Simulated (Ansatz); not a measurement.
Geometry optimisation, RHF/def2-SVP in Ansatz 0.2.0.

The input (input.yaml):

```yaml
crystal:
  periodic: [false, false, false]
  atoms:
    - { symbol: B, position_ang: [1.1944, 0.4473, -0.8398] }
    - { symbol: C, position_ang: [0.4115, -0.004, 0.443] }
    - { symbol: O, position_ang: [0.954, 0.081, 1.5057] }
    - { symbol: C, position_ang: [-0.9146, -0.5129, 0.3779] }
    - { symbol: Cl, position_ang: [-2.1397, 0.8179, 0.5109] }
    - { symbol: H, position_ang: [2.2454, 0.9357, -0.7885] }
    - { symbol: H, position_ang: [0.6261, 0.4487, -1.8942] }
    - { symbol: H, position_ang: [-1.1274, -1.036, -0.5855] }
    - { symbol: H, position_ang: [-1.1613, -1.2238, 1.2533] }
basis:
  gaussian: { orbitals: def2-SVP }
hamiltonian:
  xc: hf
relax:
  f_tol: 0.015
  max_steps: 40
output:
  orbitals: {}
```

Run as:

```bash
$ ansatz run input.yaml --threads 1 --pin off --max-ram 2048MiB --backend cpu --events-out ev --progress --plain --runs-dir out
```

Task: Where does it end, and by what steps?

Result: It converged. After 23 steps the energy has fallen by 0.710 eV; O3 moved furthest, 1.48 Å.

```json
{"step": "0", "energy less start (eV)": "0.0000", "largest force component (eV/Å)": "4.747", "accepted": "yes"}
{"step": "1", "energy less start (eV)": "-0.2228", "largest force component (eV/Å)": "1.748", "accepted": "yes"}
{"step": "2", "energy less start (eV)": "-0.3841", "largest force component (eV/Å)": "1.091", "accepted": "yes"}
{"step": "3", "energy less start (eV)": "-0.4186", "largest force component (eV/Å)": "0.509", "accepted": "yes"}
{"step": "4", "energy less start (eV)": "-0.4390", "largest force component (eV/Å)": "0.135", "accepted": "yes"}
{"step": "5", "energy less start (eV)": "-0.4534", "largest force component (eV/Å)": "0.140", "accepted": "yes"}
{"step": "6", "energy less start (eV)": "-0.4806", "largest force component (eV/Å)": "0.876", "accepted": "yes"}
{"step": "7", "energy less start (eV)": "-0.4965", "largest force component (eV/Å)": "0.602", "accepted": "yes"}
{"step": "8", "energy less start (eV)": "-0.5268", "largest force component (eV/Å)": "0.335", "accepted": "yes"}
{"step": "9", "energy less start (eV)": "-0.5767", "largest force component (eV/Å)": "0.482", "accepted": "yes"}
{"step": "10", "energy less start (eV)": "-0.5109", "largest force component (eV/Å)": "1.616", "accepted": "no"}
{"step": "11", "energy less start (eV)": "-0.6068", "largest force component (eV/Å)": "0.423", "accepted": "yes"}
{"step": "12", "energy less start (eV)": "-0.6358", "largest force component (eV/Å)": "0.325", "accepted": "yes"}
{"step": "13", "energy less start (eV)": "-0.6712", "largest force component (eV/Å)": "0.206", "accepted": "yes"}
{"step": "14", "energy less start (eV)": "-0.6975", "largest force component (eV/Å)": "0.207", "accepted": "yes"}
{"step": "15", "energy less start (eV)": "-0.7060", "largest force component (eV/Å)": "0.085", "accepted": "yes"}
{"step": "16", "energy less start (eV)": "-0.6873", "largest force component (eV/Å)": "0.690", "accepted": "no"}
{"step": "17", "energy less start (eV)": "-0.7049", "largest force component (eV/Å)": "0.384", "accepted": "no"}
{"step": "18", "energy less start (eV)": "-0.7077", "largest force component (eV/Å)": "0.026", "accepted": "yes"}
{"step": "19", "energy less start (eV)": "-0.7073", "largest force component (eV/Å)": "0.177", "accepted": "no"}
{"step": "20", "energy less start (eV)": "-0.7085", "largest force component (eV/Å)": "0.077", "accepted": "yes"}
{"step": "21", "energy less start (eV)": "-0.7089", "largest force component (eV/Å)": "0.085", "accepted": "yes"}
{"step": "22", "energy less start (eV)": "-0.7097", "largest force component (eV/Å)": "0.017", "accepted": "yes"}
{"step": "23", "energy less start (eV)": "-0.7097", "largest force component (eV/Å)": "0.006", "accepted": "yes"}
```

```xyz
9
Properties=species:S:1:pos:R:3
B 1.069 0.709 -0.771
C 0.506 -0.395 0.245
O 1.243 -1.167 0.772
C -0.983 -0.462 0.539
Cl -1.839 0.828 -0.368
H 1.460 1.752 -0.339
H 1.185 0.430 -1.926
H -1.386 -1.423 0.231
H -1.167 -0.316 1.600
```

Whether the end is a true minimum wasn't checked by a vibrational analysis.

The run took 53 s on 1 thread of Arm Neoverse V1 (shared host), peak memory 0.17 GiB.
